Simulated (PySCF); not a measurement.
Potential energy of AsI along the bond

Set-up: As def2-SVP, I def2-SVP with ECP28; scalar-relativistic core potentials (PySCF 2.14). Energies in eV from As + I in their ground configurations at the same level. All curves are PBE0. state 1: ³Σ⁻ (triplet), unpaired electrons π ↑↑; state 2: Ms = 0 determinant of mixed spin (⟨S²⟩ near 1.0), unpaired electrons π ↑↓, a mixture of terms (⟨Lz²⟩ = 2.0), a second solution, started from another occupation; state 3: singlet, one real π or δ orbital doubly filled, a mixture of terms (⟨Lz²⟩ = 2.0), a second solution, started from another occupation; state 4: quintet, unpaired electrons σ ↑, π ↑↑↑, a second solution, started from another occupation.

| R (Å) | state 1 | state 2 | state 3 | state 4 |
| --- | --- | --- | --- | --- |
| 2.159 | -1.260 | -0.971 | -0.108 | 5.8839 |
| 2.259 | -1.905 | -1.606 | -0.716 | 4.4018 |
| 2.359 | -2.244 | -1.935 | -1.019 | 3.2899 |
| 2.435 | -2.358 | -2.041 | -1.106 | 2.6405 |
| 2.510 | -2.385 | -2.060 | -1.106 | 2.1149 |
| 2.585 | -2.348 | -2.015 | -1.044 | 1.6895 |
| 2.686 | -2.228 | -1.885 | -0.891 | 1.2456 |
| 2.811 | -2.007 | -1.650 | -0.632 | 0.8417 |
| 2.962 | -1.692 | -1.316 | -0.271 | 0.5145 |
| 3.163 | -1.260 | -0.845 | 0.231 | 0.2525 |

**Question.** Put a parabola through the three lowest points of the state 1 curve and estimate Re, k and ωe (reduced mass 47.11 u; 1 eV/Å² = 0.16022 mdyn/Å; ωe = 1302.8·√(k/μ) cm⁻¹).

**Answer.** Through R = 2.435, 2.51, 2.585 Å the second-order coefficient is 5.69 eV/Å², so Re ≈ 2.504 Å, k ≈ 1.82 mdyn/Å and ωe ≈ 256 cm⁻¹. A polynomial fit of higher order to the unrounded PBE0 energies gives Re = 2.500 Å, k = 1.87 mdyn/Å, ωe = 260 cm⁻¹; anharmonicity and rounding make the difference.

The higher-order fit for each curve: state 1: Re = 2.500 Å, ωe = 260 cm⁻¹, De = 2.39 eV; state 2: Re = 2.491 Å, ωe = 265 cm⁻¹, minimum 2.06 eV below the ground-state fragments; state 3: Re = 2.472 Å, ωe = 274 cm⁻¹, minimum 1.12 eV below the ground-state fragments. State 4 gave no clean fit.

These are scalar-relativistic numbers at best; spin–orbit coupling would shift them, the dissociation energy most. The state is the lowest determinant that a PBE0 search found; another state may lie lower at other levels.
